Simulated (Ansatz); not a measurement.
Program: Ansatz. Geometries: PBE0-D4/def2-TZVP. ΔE: electronic, gas phase. CBS: MP2 limit from def2 TZ/QZ plus the TZ coupled-cluster correction, frozen cores. Functionals use def2-TZVPP. B3LYP here is the variant with VWN-RPA as its local correlation; programs differ in this. Elements past krypton have def2 core potentials. For In outer-core shells are correlated without core-valence functions, which leaves a few kJ/mol of doubt a bond. One conformer a species, not always the lowest.

`O=C[SiH2]CS` + `F[CH2][InH2]` → `O=C[SiH2][CH2][InH2]` + `FCS`  (formal exchange of groups at the Si–C bond)

```json
{"level": "PBE-D4", "ΔE (kJ/mol)": "-44.7", "difference from CCSD(T)/CBS": "5.4"}
{"level": "r2SCAN-D4", "ΔE (kJ/mol)": "-49.1", "difference from CCSD(T)/CBS": "1.0"}
{"level": "PBE0-D4", "ΔE (kJ/mol)": "-46.7", "difference from CCSD(T)/CBS": "3.4"}
{"level": "B3LYP-D4", "ΔE (kJ/mol)": "-42.0", "difference from CCSD(T)/CBS": "8.1"}
{"level": "ωB97X-V", "ΔE (kJ/mol)": "-44.8", "difference from CCSD(T)/CBS": "5.3"}
{"level": "ωB97M-V", "ΔE (kJ/mol)": "-45.4", "difference from CCSD(T)/CBS": "4.7"}
{"level": "B2PLYP", "ΔE (kJ/mol)": "-47.6", "difference from CCSD(T)/CBS": "2.5"}
{"level": "PBE", "ΔE (kJ/mol)": "-46.5", "difference from CCSD(T)/CBS": "3.6"}
{"level": "r2SCAN", "ΔE (kJ/mol)": "-49.5", "difference from CCSD(T)/CBS": "0.6"}
{"level": "PBE0", "ΔE (kJ/mol)": "-48.2", "difference from CCSD(T)/CBS": "1.9"}
{"level": "B3LYP", "ΔE (kJ/mol)": "-45.0", "difference from CCSD(T)/CBS": "5.1"}
{"level": "HF/def2-TZVPP", "ΔE (kJ/mol)": "-50.1", "difference from CCSD(T)/CBS": "0.0"}
{"level": "MP2/def2-TZVPP", "ΔE (kJ/mol)": "-52.7", "difference from CCSD(T)/CBS": "-2.6"}
{"level": "SCS-MP2/def2-TZVPP", "ΔE (kJ/mol)": "-50.4", "difference from CCSD(T)/CBS": "-0.3"}
{"level": "CCSD/def2-TZVPP", "ΔE (kJ/mol)": "-49.2", "difference from CCSD(T)/CBS": "0.9"}
{"level": "CCSD(T)/def2-TZVPP", "ΔE (kJ/mol)": "-49.4", "difference from CCSD(T)/CBS": "0.7"}
{"level": "HF/def2-QZVPP", "ΔE (kJ/mol)": "-50.4", "difference from CCSD(T)/CBS": "-0.3"}
{"level": "MP2/def2-QZVPP", "ΔE (kJ/mol)": "-53.2", "difference from CCSD(T)/CBS": "-3.1"}
{"level": "SCS-MP2/def2-QZVPP", "ΔE (kJ/mol)": "-50.8", "difference from CCSD(T)/CBS": "-0.7"}
{"level": "HF/CBS(def2)", "ΔE (kJ/mol)": "-50.4", "difference from CCSD(T)/CBS": "-0.3"}
{"level": "MP2/CBS(def2)", "ΔE (kJ/mol)": "-53.3", "difference from CCSD(T)/CBS": "-3.2"}
{"level": "CCSD/CBS(def2)", "ΔE (kJ/mol)": "-49.8", "difference from CCSD(T)/CBS": "0.3"}
{"level": "CCSD(T)/CBS", "ΔE (kJ/mol)": "-50.1", "difference from CCSD(T)/CBS": "0"}
```

Largest T1 diagnostic among the species: 0.015.

The D4 term adds +3.0 kJ/mol with B3LYP and +1.5 kJ/mol with PBE0; it sums over pairs of atoms, weighted by their polarisabilities, and B3LYP, whose exchange is more repulsive, gets the larger term.
